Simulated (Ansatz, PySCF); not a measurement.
System: InF2, charge -1, multiplicity 1. 
Geometry from a B3LYP-D3(BJ)/def2-TZVP (Ansatz, an electronic-structure program) optimisation:
```xyz
3

In     0.3684     0.0169    -0.0413
F     -1.1718     1.1486    -0.9054
F     -0.8340    -1.2408     1.1300
```
Charge -1, spin multiplicity 1.

Total electronic energies in hartree. Valence correlation only, unless marked. Spin-orbit coupling is left out. Frozen are the shells of the preceding noble gas and the d and f shells that filled before the atom's block. In def2 rows, elements after Kr have scalar-relativistic effective core potentials. STO-3G rows are all-electron and non-relativistic. CBS marks a two-point X^-3 extrapolation of the correlation energy; Hartree-Fock from the larger set.

```tsv
level	program	energy (Eh)
revPBE/def2-TZVPD	Ansatz	-390.05500
BP86-D3(BJ)/def2-TZVPD	PySCF + dftd3	-390.19151
BP86/def2-TZVPD	PySCF	-390.18960
B3LYP-D3(BJ)/def2-TZVPD	Ansatz + dftd3	-390.14596
PBE0/STO-3G	Ansatz	-5881.03646
PBE0-D3(BJ)/def2-TZVPD	Ansatz + dftd3	-389.87461
PBE0-D4/def2-TZVP	Ansatz + dftd4	-389.86692
PBE0/def2-TZVPD	Ansatz	-389.87371
BHLYP/def2-TZVPD	Ansatz	-389.91243
r2SCANh-D4/def2-TZVPD	Ansatz + dftd4	-390.02996
wB97X-V/def2-TZVPD	Ansatz	-389.97409
B2GP-PLYP/def2-TZVPD	Ansatz	-389.58037
RPA@PBE/def2-QZVPP	Ansatz	-389.23789
MP2/def2-TZVPPD	Ansatz	-388.89704
MP2/def2-QZVPPD	Ansatz	-388.95761
RI-MP2/def2-QZVPPD	Ansatz	-388.95736
SCS-MP2/STO-3G	Ansatz	-5878.80591
SCS-MP2/def2-SVPD	Ansatz	-388.51670
SCS-MP2/def2-QZVPPD	Ansatz	-388.94600
CCSD/def2-SVP	Ansatz	-388.46464
CCSD(T)/STO-3G	Ansatz	-5878.82407
CCSD(T)/def2-SVPD	Ansatz	-388.55136
CCSD(T)/CBS(def2-TZVPPD,def2-QZVPPD)	Ansatz	-389.0106
```

Totals of different functionals don't rank their quality; only differences between species are comparable.
